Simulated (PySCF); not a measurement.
# Atomic charges against the basis set

Species: CH8AlNO.
Bonds: C1–O2, O2–Al3, Al3–N4. Hydrogens: H5, H6, H7 on C1; H8, H9 on Al3; H10, H11, H12 on N4.

PBE0 throughout (PySCF), one geometry, spherical d and f functions. One conformer (not necessarily the lowest) at the PBE0-D3(BJ)/def2-SVP geometry, without solvent, vibrations or thermal averaging. Atoms taken as equivalent share a column and are averaged.

Mulliken charges (e):

| basis | functions | C1 | O2 | Al3 | N4 | H5/H6/H7 | H8/H9 | H10/H11/H12 |
| --- | --- | --- | --- | --- | --- | --- | --- | --- |
| pcSseg-0 | 56 | -0.255 | -0.884 | +1.065 | -0.911 | +0.188 | -0.335 | +0.364 |
| 6-31G* | 76 | -0.226 | -0.638 | +0.527 | -0.972 | +0.142 | -0.165 | +0.404 |
| cc-pVDZ | 100 | +0.102 | -0.542 | +0.394 | -0.132 | +0.018 | -0.163 | +0.150 |
| def2-SVP | 100 | +0.152 | -0.594 | +0.606 | -0.235 | +0.013 | -0.239 | +0.170 |
| 6-311+G(2d,p) | 164 | -0.214 | -0.753 | +0.837 | -0.796 | +0.126 | -0.184 | +0.306 |
| aug-cc-pVDZ | 168 | +0.898 | -0.763 | +0.292 | -0.263 | -0.234 | +0.099 | +0.113 |
| def2-TZVP | 178 | -0.203 | -0.407 | +0.298 | -0.538 | +0.100 | -0.154 | +0.286 |
| IGLO-III | 229 | -0.279 | -0.573 | +0.991 | -0.695 | +0.105 | -0.329 | +0.300 |
| cc-pVTZ | 236 | -0.088 | -0.360 | +0.186 | -0.096 | +0.061 | -0.151 | +0.159 |

IAO charges (e):

```tsv
basis	functions	C1	O2	Al3	N4	H5/H6/H7	H8/H9	H10/H11/H12
pcSseg-0	56	-0.196	-0.651	+0.707	-0.601	+0.116	-0.240	+0.291
6-31G*	76	-0.171	-0.683	+0.753	-0.619	+0.111	-0.248	+0.294
cc-pVDZ	100	-0.169	-0.681	+0.748	-0.613	+0.111	-0.248	+0.293
def2-SVP	100	-0.161	-0.677	+0.766	-0.603	+0.108	-0.259	+0.290
6-311+G(2d,p)	164	-0.182	-0.706	+0.783	-0.637	+0.118	-0.256	+0.300
aug-cc-pVDZ	168	-0.180	-0.700	+0.762	-0.630	+0.117	-0.249	+0.298
def2-TZVP	178	-0.179	-0.704	+0.789	-0.636	+0.116	-0.258	+0.299
IGLO-III	229	-0.182	-0.707	+0.791	-0.639	+0.118	-0.259	+0.300
cc-pVTZ	236	-0.180	-0.701	+0.780	-0.636	+0.117	-0.255	+0.299
```

Hirshfeld charges (e):

```csv
basis,functions,C1,O2,Al3,N4,H5/H6/H7,H8/H9,H10/H11/H12
pcSseg-0,56,-0.035,-0.338,+0.375,-0.127,+0.024,-0.215,+0.161
6-31G*,76,-0.030,-0.336,+0.333,-0.127,+0.025,-0.199,+0.161
cc-pVDZ,100,-0.048,-0.314,+0.362,-0.144,+0.024,-0.206,+0.161
def2-SVP,100,-0.048,-0.317,+0.360,-0.143,+0.025,-0.209,+0.163
"6-311+G(2d,p)",164,-0.053,-0.333,+0.391,-0.161,+0.027,-0.204,+0.160
aug-cc-pVDZ,168,-0.059,-0.332,+0.398,-0.171,+0.028,-0.202,+0.161
def2-TZVP,178,-0.055,-0.325,+0.377,-0.161,+0.027,-0.203,+0.163
IGLO-III,229,-0.059,-0.323,+0.380,-0.168,+0.028,-0.201,+0.163
cc-pVTZ,236,-0.056,-0.320,+0.374,-0.163,+0.027,-0.204,+0.163
```

ESP-fitted charges (e):

| basis | functions | C1 | O2 | Al3 | N4 | H5/H6/H7 | H8/H9 | H10/H11/H12 |
| --- | --- | --- | --- | --- | --- | --- | --- | --- |
| pcSseg-0 | 56 | 0.000 | -0.649 | +1.138 | -0.969 | +0.054 | -0.433 | +0.394 |
| 6-31G* | 76 | -0.045 | -0.489 | +0.764 | -0.869 | +0.050 | -0.313 | +0.372 |
| cc-pVDZ | 100 | -0.009 | -0.485 | +0.779 | -0.821 | +0.037 | -0.318 | +0.354 |
| def2-SVP | 100 | +0.024 | -0.519 | +0.850 | -0.791 | +0.031 | -0.347 | +0.345 |
| 6-311+G(2d,p) | 164 | -0.146 | -0.468 | +0.892 | -0.896 | +0.070 | -0.345 | +0.366 |
| aug-cc-pVDZ | 168 | -0.128 | -0.456 | +0.886 | -0.884 | +0.062 | -0.344 | +0.361 |
| def2-TZVP | 178 | -0.121 | -0.457 | +0.873 | -0.882 | +0.062 | -0.345 | +0.364 |
| IGLO-III | 229 | -0.108 | -0.468 | +0.888 | -0.869 | +0.059 | -0.348 | +0.359 |
| cc-pVTZ | 236 | -0.116 | -0.451 | +0.855 | -0.865 | +0.060 | -0.340 | +0.359 |

Some averages cover members that differ in this geometry, most widely: H5/H6/H7, Mulliken in aug-cc-pVDZ -0.311 to -0.195; H10/H11/H12, Mulliken in aug-cc-pVDZ +0.088 to +0.126 e.

Q: Which scheme is steadiest as the basis changes?

A: Largest range over the bases for any column: Hirshfeld 0.07 e, IAO 0.08 e, ESP-fitted 0.37 e, Mulliken 1.18 e. Hirshfeld charges move least and Mulliken charges most, counted in e.

Q: How much do the charges still move between the two largest bases, IGLO-III and cc-pVTZ?

A: At most, over all atoms: Mulliken 0.805 e, IAO 0.011 e, Hirshfeld 0.006 e, ESP-fitted 0.034 e.

Q: What do the same runs give for the total energy, the frontier levels and the dipole moment?

A: 
| basis | energy (Eh) | HOMO (eV) | LUMO (eV) | μ (D) |
| --- | --- | --- | --- | --- |
| pcSseg-0 | -414.3945 | -6.42 | 0.58 | 4.72 |
| 6-31G* | -415.0373 | -6.42 | 0.50 | 4.79 |
| cc-pVDZ | -415.0659 | -6.49 | 0.41 | 4.74 |
| def2-SVP | -414.8624 | -6.55 | 0.44 | 4.77 |
| 6-311+G(2d,p) | -415.1311 | -6.75 | -0.61 | 4.58 |
| aug-cc-pVDZ | -415.0853 | -6.71 | -0.82 | 4.60 |
| def2-TZVP | -415.1480 | -6.72 | -0.10 | 4.68 |
| IGLO-III | -415.1545 | -6.74 | -0.29 | 4.62 |
| cc-pVTZ | -415.1440 | -6.69 | 0.00 | 4.68 |

The dipole is fixed by the density alone, so its range of 0.21 D shows that the density itself changes with the basis, not only its division among atoms.
